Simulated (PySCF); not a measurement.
## Frontier orbitals and the lowest excitations

Species: C5H11As.
SMILES with atom numbers: `[CH3:1][As:2]1[CH2:3][CH2:4][CH2:5][CH2:6]1` (hydrogens: H7, H8, H9 on C1; H10, H11 on C3; H12, H13 on C4; H14, H15 on C5; H16, H17 on C6)

Structure used (PBE0-D3(BJ)/def2-SVP), in Å, numbered top down from 1:
```xyz
17
C5H11As angstrom
C      2.2138   -0.2766   -0.2813
As     0.8925   -0.1689    1.1754
C     -0.3947   -1.4962    0.4456
C     -1.2263   -0.7699   -0.6063
C     -1.5427    0.6223   -0.0679
C     -0.2392    1.2777    0.3897
H      1.7366   -0.3407   -1.2705
H      2.8559    0.6162   -0.2517
H      2.8509   -1.1601   -0.1293
H     -1.0272   -1.8379    1.2807
H      0.1404   -2.3758    0.0568
H     -0.6494   -0.6782   -1.5434
H     -2.1448   -1.3260   -0.8589
H     -2.0666    1.2409   -0.8155
H     -2.2287    0.5248    0.7918
H     -0.4049    2.0791    1.1240
H      0.3100    1.7142   -0.4594
```

Computed, not measured: TDDFT CAM-B3LYP/def2-SVPD, vertical, gas phase, core orbitals frozen in the response (PySCF 2.14.0, density-fitted response routines). The CAM-B3LYP/def2-SVPD calculation is non-relativistic and has no spin–orbit coupling, an omission that weighs most on arsenic.

Kohn–Sham orbitals with the atoms that hold most of them (Löwdin shares over 4%, at most four atoms; ? is withheld):

```csv
orbital,ε (eV),atoms
HOMO-3,-10.60,"C5 21%, C4 20%, H15 13%, H12 12%"
HOMO-2,-9.83,"C1 28%, As2 23%, C6 12%, C3 7%"
HOMO-1,-9.52,?
HOMO,-7.73,?
LUMO,?,"C4 11%, C1 11%, C5 9%, H12 7%"
LUMO+1,1.52,"As2 23%, C1 18%, H8 7%, H7 6%"
LUMO+2,1.66,"As2 31%, C6 12%, C3 11%, H11 7%"
```

Q: Give the leading atoms of the HOMO-1.

A: C3 (bonded to As, C and 2 H) 25%; As2 (bonded to 3 C) 25%; C6 (bonded to As, C and 2 H) 20%; C4 (bonded to 2 C and 2 H) 4%. By element: carbon 50% or more, arsenic 25%.

Q: Which atoms hold the HOMO, and with what shares?

A: As2 (bonded to 3 C) 60%; C1 (bonded to As and 3 H) 10%; C6 (bonded to As, C and 2 H) 9%; C3 (bonded to As, C and 2 H) 8%. By element: arsenic 60%, carbon 28% or more.

Q: What is the LUMO energy, and the HOMO–LUMO gap?

A: ε(LUMO) = 1.38 eV; the gap is 9.11 eV (0.3347 hartree).

Q: How does S1 compare with the orbital gap of 9.11 eV?

A: S1 is at 6.22 eV (f = 0.085), 2.89 eV below the gap, made of HOMO→LUMO+1 (68%), HOMO→LUMO+2 (17%). Its leading pair isn't HOMO and LUMO; the energies of that pair differ by 9.25 eV. 

Next come S2 at 6.30 eV (f 0.096), HOMO→LUMO+2 (69%), HOMO→LUMO+1 (16%); S3 at 6.54 eV (f 0.042), HOMO→LUMO (86%); S4 at 7.11 eV (f 0.150), HOMO→LUMO+3 (63%), HOMO→LUMO+6 (12%), HOMO→LUMO+4 (9%); S5 at 7.48 eV (f 0.0062), HOMO→LUMO+4 (38%), HOMO→LUMO+6 (24%), HOMO→LUMO+5 (16%).

Löwdin shares depend on the basis, the more so with diffuse functions.

One conformer stands for the species.
